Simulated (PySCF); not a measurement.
PySCF input (M06-2X/def2-TZVPD):

```python
from pyscf import gto, scf, dft

mol = gto.M(
    atom='''
    As    0.01441546    0.01990738    0.05382047
    H    -0.74881584   -1.03350634   -0.75816386
    H    -1.19082544    1.15022297   -0.50923401
    H     1.46393108   -0.77366026   -0.50867770
    ''',
    basis='def2-tzvpd',
    charge=-1,
    spin=1,
    verbose=4,
)

mf = dft.UKS(mol, xc='m062x').density_fit(auxbasis='def2-universal-jkfit')
mf.grids.level = 4
mf.conv_tol = 1e-9
mf.max_cycle = 100
mf.max_memory = 1500
mf.kernel()
if not mf.converged:
    mf = mf.newton()
    mf.kernel(mf.make_rdm1())
for _ in range(2):
    mo, _, stable, _ = mf.stability(return_status=True)
    if stable:
        break
    mf.kernel(mf.make_rdm1(mo, mf.mo_occ))
mf.analyze()
```

Output:

```
PySCF version 2.14.0

[INPUT] verbose = 4
[INPUT] num. atoms = 4
[INPUT] num. electrons = 37
[INPUT] charge = -1
[INPUT] spin (= nelec alpha-beta = 2S) = 1
[INPUT] symmetry False subgroup None
[INPUT] Mole.unit = angstrom
[INPUT] Symbol           X                Y                Z      unit          X                Y                Z       unit  Magmom
[INPUT]  1 As     0.014415460000   0.019907380000   0.053820470000 AA    0.027241271360   0.037619496058   0.101705948195 Bohr   0.0
[INPUT]  2 H     -0.748815840000  -1.033506340000  -0.758163860000 AA   -1.415056855336  -1.953043930602  -1.432722052943 Bohr   0.0
[INPUT]  3 H     -1.190825440000   1.150222970000  -0.509234010000 AA   -2.250333943765   2.173606395484  -0.962312812214 Bohr   0.0
[INPUT]  4 H      1.463931080000  -0.773660260000  -0.508677700000 AA    2.766428806439  -1.462006004860  -0.961261538674 Bohr   0.0

nuclear repulsion = 32.0287291880315
number of shells = 33
number of NR pGTOs = 142
number of NR cGTOs = 81
basis = def2-tzvpd
ecp = {}

******** <class 'pyscf.df.df_jk.DFUKS'> ********
method = DFUKS
initial guess = minao
damping factor = 0
level_shift factor = 0
DIIS = <class 'pyscf.scf.diis.CDIIS'>
diis_start_cycle = 1
diis_space = 8
diis_damp = 0
SCF conv_tol = 1e-09
SCF conv_tol_grad = None
SCF max_cycles = 100
direct_scf = False
number electrons alpha = 19  beta = 18
XC library pyscf.dft.libxc version 7.1.2
    S. Lehtola, C. Steigemann, M. J. T. Oliveira, and M. A. L. Marques,  SoftwareX 7, 1–5 (2018)
XC functionals = m062x
    Y. Zhao and D. G. Truhlar,  Theor. Chem. Acc. 120, 215 (2008)
    Y. Zhao and D. G. Truhlar,  Theor. Chem. Acc. 120, 215 (2008)
radial grids:
    Treutler-Ahlrichs [JCP 102, 346 (1995); DOI:10.1063/1.469408] (M4) radial grids

becke partition: Becke, JCP 88, 2547 (1988); DOI:10.1063/1.454033
pruning grids: <function nwchem_prune>
grids dens level: 4
symmetrized grids: False
atomic radii adjust function: <function treutler_atomic_radii_adjust>
small_rho_cutoff = 0
Set gradient conv threshold to 3.16228e-05
tot grids = 77312
******** <class 'pyscf.df.df.DF'> ********
auxbasis = def2-universal-jkfit
init E= -2236.56825374227
  alpha nocc = 19  HOMO = -0.105391084452381  LUMO = 0.00785161100261966
  beta  nocc = 18  HOMO = -0.253111050999769  LUMO = -0.105391084452378

WARN: HOMO -0.105391084452381 >= LUMO -0.105391084452378

[...]
  beta  nocc = 18  HOMO = -0.0527552180166877  LUMO = 0.153796323972987
  HOMO = 0.0267317929841  LUMO = 0.153796323973  gap/eV = 3.45760
Extra cycle  E= -2237.60680467203  delta_E= -7.46e-11  |g|= 2.57e-06  |ddm|= 2.53e-05
converged SCF energy = -2237.60680467203  <S^2> = 0.75572385  2S+1 = 2.0057157
uhf_internal: lowest eigs of H = [0.15525432 0.17593654 0.21313838]
<class 'pyscf.df.df_jk.DFUKS'> wavefunction is stable in the internal stability analysis
**** SCF Summaries ****
Total Energy =                       -2237.606804672032013
Nuclear Repulsion Energy =              32.028729188031505
One-electron Energy =                -3188.895323392614955
Two-electron Energy =                  919.259789532551622
Two-electron Coulomb Energy =         1003.581422136485685
DFT Exchange-Correlation Energy =      -84.321632603934063
HOMO-LUMO gap [eV] =                     3.457602002189229
**** MO energy ****
                             alpha | beta                alpha | beta
MO #1   energy= -427.975312132206  | -427.974115986855  occ= 1 | 1
MO #2   energy= -54.3818658609884  | -54.3808617080352  occ= 1 | 1
MO #3   energy= -48.6721388856313  | -48.6717859865403  occ= 1 | 1
MO #4   energy= -48.6721000417341  | -48.670825750073   occ= 1 | 1
MO #5   energy= -48.6711929767421  | -48.6700835495024  occ= 1 | 1
MO #6   energy= -7.05025569885977  | -7.04801211202779  occ= 1 | 1
MO #7   energy= -5.10067979628794  | -5.10092292033867  occ= 1 | 1
MO #8   energy= -5.10013156282314  | -5.09740622033036  occ= 1 | 1
MO #9   energy= -5.09730683030979  | -5.09458975947502  occ= 1 | 1
MO #10  energy= -1.60757285672049  | -1.60611345348666  occ= 1 | 1
MO #11  energy= -1.60515917797722  | -1.60449905929278  occ= 1 | 1
MO #12  energy= -1.60290844756456  | -1.60237080631404  occ= 1 | 1
MO #13  energy= -1.60192501868384  | -1.59975050047718  occ= 1 | 1
MO #14  energy= -1.60090098278247  | -1.59927390657072  occ= 1 | 1
MO #15  energy= -0.453469271649542 | -0.431909414981581 occ= 1 | 1
MO #16  energy= -0.204999014077194 | -0.173060552274801 occ= 1 | 1
MO #17  energy= -0.170847351004888 | -0.156179146829376 occ= 1 | 1
MO #18  energy= -0.0699050828102781 | -0.0527552180166877 occ= 1 | 1
MO #19  energy= 0.0267317929840862 | 0.153796323972987  occ= 1 | 0
MO #20  energy= 0.200621456896577  | 0.198031696414014  occ= 0 | 0
MO #21  energy= 0.250010614922023  | 0.234122521627282  occ= 0 | 0
MO #22  energy= 0.278654782647363  | 0.261377627114162  occ= 0 | 0
MO #23  energy= 0.289441268207942  | 0.269730797149239  occ= 0 | 0
MO #24  energy= 0.29456130670121   | 0.272232474128533  occ= 0 | 0
MO #25  energy= 0.295790415317328  | 0.283169758038601  occ= 0 | 0
MO #26  energy= 0.306277181161379  | 0.293189531372925  occ= 0 | 0
MO #27  energy= 0.346392576213919  | 0.315475416540582  occ= 0 | 0
MO #28  energy= 0.355696231262704  | 0.333055573977879  occ= 0 | 0
MO #29  energy= 0.388762191718126  | 0.375251851328684  occ= 0 | 0
MO #30  energy= 0.404272954520996  | 0.391102898111834  occ= 0 | 0
MO #31  energy= 0.417179429275941  | 0.397023802005196  occ= 0 | 0
MO #32  energy= 0.428358509526675  | 0.408347080599563  occ= 0 | 0
MO #33  energy= 0.434001197850887  | 0.421508267586855  occ= 0 | 0
MO #34  energy= 0.451351202903989  | 0.426540951844589  occ= 0 | 0
MO #35  energy= 0.47768516150747   | 0.451007325720877  occ= 0 | 0
MO #36  energy= 0.515479705728024  | 0.479870362934386  occ= 0 | 0
MO #37  energy= 0.588821312043662  | 0.586114572061869  occ= 0 | 0
MO #38  energy= 0.598285625068266  | 0.586403751367376  occ= 0 | 0
MO #39  energy= 0.602310928857132  | 0.605544635732074  occ= 0 | 0
MO #40  energy= 0.642211083206966  | 0.63231159868841   occ= 0 | 0
MO #41  energy= 0.661964436666522  | 0.656497314920007  occ= 0 | 0
MO #42  energy= 0.688218315349982  | 0.688204992710918  occ= 0 | 0
MO #43  energy= 0.74681912373524   | 0.733034727730768  occ= 0 | 0
MO #44  energy= 0.76291577217749   | 0.754511058505233  occ= 0 | 0
MO #45  energy= 0.792919141208919  | 0.789302875708922  occ= 0 | 0
MO #46  energy= 0.8537152463033    | 0.851226845069972  occ= 0 | 0
MO #47  energy= 0.897248142080583  | 0.880347035287932  occ= 0 | 0
MO #48  energy= 1.06418268045311   | 1.07109931420793   occ= 0 | 0
MO #49  energy= 1.40289534470104   | 1.40151631801353   occ= 0 | 0
MO #50  energy= 1.40455318002549   | 1.41356913137081   occ= 0 | 0
MO #51  energy= 1.41071162648461   | 1.4183508036476    occ= 0 | 0
MO #52  energy= 1.42137317673163   | 1.42919946226918   occ= 0 | 0
MO #53  energy= 1.43390171722773   | 1.43672358687785   occ= 0 | 0
MO #54  energy= 1.44430623898104   | 1.45426930356763   occ= 0 | 0
MO #55  energy= 1.46492144179283   | 1.47621760601374   occ= 0 | 0
MO #56  energy= 1.47118298982654   | 1.47737343928767   occ= 0 | 0
MO #57  energy= 1.48391782397121   | 1.48721832934007   occ= 0 | 0
MO #58  energy= 1.56156377370844   | 1.56398292375624   occ= 0 | 0
MO #59  energy= 1.59862824602136   | 1.60478435938754   occ= 0 | 0
MO #60  energy= 1.69551603954214   | 1.69912082604422   occ= 0 | 0
MO #61  energy= 1.86681902798936   | 1.86583998019459   occ= 0 | 0
MO #62  energy= 1.91005530343377   | 1.91634620667282   occ= 0 | 0
MO #63  energy= 1.97825360941246   | 1.97412737266338   occ= 0 | 0
MO #64  energy= 2.05366732052231   | 2.0404625012757    occ= 0 | 0
MO #65  energy= 2.13184423489581   | 2.13501377804456   occ= 0 | 0
MO #66  energy= 2.24558025212712   | 2.23641319819402   occ= 0 | 0
MO #67  energy= 2.34012907330008   | 2.32360141688971   occ= 0 | 0
MO #68  energy= 2.3911907575487    | 2.37872578887324   occ= 0 | 0
MO #69  energy= 2.56053873276849   | 2.56253096316361   occ= 0 | 0
MO #70  energy= 2.64802979983797   | 2.67757912853642   occ= 0 | 0
MO #71  energy= 2.65393899755351   | 2.71097848088313   occ= 0 | 0
MO #72  energy= 2.80193673078977   | 2.79913820034009   occ= 0 | 0
MO #73  energy= 2.96946397894766   | 3.00615728603409   occ= 0 | 0
MO #74  energy= 3.13139231720581   | 3.13876256464402   occ= 0 | 0
MO #75  energy= 3.18661778260041   | 3.19873957170967   occ= 0 | 0
MO #76  energy= 3.49968108175397   | 3.51395714083575   occ= 0 | 0
MO #77  energy= 3.50802805679381   | 3.51483187138276   occ= 0 | 0
MO #78  energy= 3.54155682665769   | 3.55223622984122   occ= 0 | 0
MO #79  energy= 3.67287056555838   | 3.67352025741671   occ= 0 | 0
MO #80  energy= 3.92816450755908   | 3.93214135512228   occ= 0 | 0
MO #81  energy= 6.37938289154871   | 6.38745186291787   occ= 0 | 0

To work with the spin densities directly, `use mulliken_meta_spin()` only printing them here.

 ** Mulliken spin pop alpha/beta on meta-lowdin orthogonal AOs **
 ** Mulliken Spin Density (per AO)  **
spin_pop of  0 As 1s        0.00000
spin_pop of  0 As 2s        0.00000
spin_pop of  0 As 3s        0.00002
spin_pop of  0 As 4s        0.06981
spin_pop of  0 As 5s        0.00629
spin_pop of  0 As 6s        0.01387
spin_pop of  0 As 7s        0.00616
spin_pop of  0 As 2px       0.00000
spin_pop of  0 As 2py       0.00000
spin_pop of  0 As 2pz       0.00000
spin_pop of  0 As 3px      -0.00000
spin_pop of  0 As 3py       0.00000
spin_pop of  0 As 3pz       0.00001
spin_pop of  0 As 4px       0.05897
spin_pop of  0 As 4py       0.15508
spin_pop of  0 As 4pz       0.14707
spin_pop of  0 As 5px       0.00090
spin_pop of  0 As 5py       0.00182
[...]
```
